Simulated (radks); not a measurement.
Problem. The mean radii <r> (bohr) of the occupied orbitals of an atom or ion are listed with their occupations. All-electron calculation, Dirac Kohn-Sham, PBEsol, spin-unpolarised, spherical densities, finite nucleus; Fermi nuclear charge, rms radius of each element as measured or else 0.836 A^(1/3) + 0.57 fm. Program: a radial shooting solver on a logarithmic mesh with Libxc functionals.

orbital  occ.      <r>
1s1/2       2  0.01900
2s1/2       2  0.07980
2p1/2       2  0.06613
2p3/2       4  0.07386
3s1/2       2   0.2083
3p1/2       2   0.1981
3p3/2       4   0.2125
3d3/2       4   0.1864
3d5/2       6   0.1908
4s1/2       2   0.4683
4p1/2       2   0.4747
4p3/2       4   0.5077
4d3/2       4   0.5287
4d5/2       6   0.5402
5s1/2       2    1.131
5p1/2       2    1.253
5p3/2       4    1.354
4f5/2       6   0.6673
4f7/2       8   0.6794
5d3/2       1    1.905

Name the element and its charge. Open shells, if any, fill j = l - 1/2 first.

Solution. Z = 72, hafnium, charge +3: Hf3+ in [Xe] 4f14 5d1. The 1s radius gives Z: for a bare nucleus <r> = (2 gamma + 1)/(2Z) with gamma = sqrt(1 - (Z/c)^2), 0.01876 bohr for Z = 72, and screening makes it slightly larger (0.01900 here). The occupations add up to 69, and the charge is Z minus that.
